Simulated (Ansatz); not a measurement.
`[SnH3][I]` and `[Cl][SnH2][I]` differ in one atom or group.

Ansatz, PBE0-D4/def2-TZVP geometries, multiplicity 1. 

Elements past krypton have def2 core potentials.

| property | `[SnH3][I]` |
| --- | --- |
| LUMO energy (B3LYP/def2-TZVPP) / eV | -1.62 |
| HOMO–LUMO gap (PBE0/def2-TZVPP) / eV | 6.17 |
| size of the dipole moment (ωB97M-V/def2-TZVPP) / D | 2.02 |
| ideal-gas entropy at 298 K and 1 bar (rigid rotor, harmonic PBE0-D4/def2-TZVP) / J/(mol·K) | 296 |
| LUMO energy (ωB97M-V/def2-TZVPP) / eV | 0.33 |
| HOMO–LUMO gap (PBE/def2-TZVPP) / eV | 4.25 |

(1) Give the same properties after the change, and the shifts. (Estimate.)

## Answers

(1) Computed: 
```json
{"property": "LUMO energy (B3LYP/def2-TZVPP) / eV", "`[Cl][SnH2][I]`": "-2.12", "shift": "-0.50"}
{"property": "HOMO–LUMO gap (PBE0/def2-TZVPP) / eV", "`[Cl][SnH2][I]`": "6.05", "shift": "-0.12"}
{"property": "size of the dipole moment (ωB97M-V/def2-TZVPP) / D", "`[Cl][SnH2][I]`": "2.21", "shift": "0.19"}
{"property": "ideal-gas entropy at 298 K and 1 bar (rigid rotor, harmonic PBE0-D4/def2-TZVP) / J/(mol·K)", "`[Cl][SnH2][I]`": "340", "shift": "44"}
{"property": "LUMO energy (ωB97M-V/def2-TZVPP) / eV", "`[Cl][SnH2][I]`": "0.00", "shift": "-0.33"}
{"property": "HOMO–LUMO gap (PBE/def2-TZVPP) / eV", "`[Cl][SnH2][I]`": "4.07", "shift": "-0.18"}
```

With PBE0 the HOMO falls by 0.35 eV and the LUMO falls by 0.48 eV, so the gap narrows by about 0.13 eV. PBE moves the HOMO by -0.34 eV and ωB97M-V by -0.37 eV. Dipoles are sizes alone; their direction can turn.

B3LYP here is the variant with VWN-RPA as its local correlation; programs differ in this.

Spin–orbit coupling is left out; it splits and shifts lone-pair levels of the heavy atoms by tenths of an eV.
